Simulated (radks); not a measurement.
Task: The mean radii <r> (bohr) of the occupied orbitals of an atom or ion are listed with their occupations. Calculated with a radial shooting solver on a logarithmic mesh with Libxc functionals: non-relativistic Kohn-Sham, SCAN, spin-unpolarised, spherical densities, point nucleus; meta-GGA in the generalised Kohn-Sham scheme.

orbital  occ.      <r>
1s          2  0.02409
2s          2   0.1026
2p          6  0.08706
3s          2   0.2650
3p          6   0.2550
3d         10   0.2270
4s          2   0.5985
4p          6   0.6137
4d         10   0.6518
5s          2    1.434
5p          6    1.585
4f          6   0.8395

Name the element and its charge.

Result: Z = 63, europium, charge +3: Eu3+ in [Xe] 4f6. The 1s radius gives Z: for a bare nucleus <r> = 1.5/Z, 0.02381 bohr for Z = 63, and screening makes it slightly larger (0.02409 here). The occupations add up to 60, and the charge is Z minus that.
